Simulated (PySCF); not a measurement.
Te(F)(Et) (C₂H₅FTe), SMILES CC[Te]F.

Coordinates come from a PBE0-D3(BJ)/def2-SVP optimisation. The def2 effective core potentials stand for the cores of Te; spin–orbit coupling is left out. The values are those of a single conformer.

All values below come from PySCF with PBE/def2-TZVP.

Isolated molecule, no solvent.

The total energy is -446.94788 hartree and the highest occupied level is -5.03 eV. The lowest empty level is -3.07 eV, the orbital gap comes out as 1.96 eV and the dipole moment is 2.60 D. The quadrupole, principal values (traceless, Buckingham form, about the centre of nuclear charge) comes out as -3.09, -1.69, 4.77 D·Å, the mean static polarisability is 62.4 bohr³ (9.25 Å³) and the polarisability, principal values is 51.1, 56.5, 79.6 bohr³.
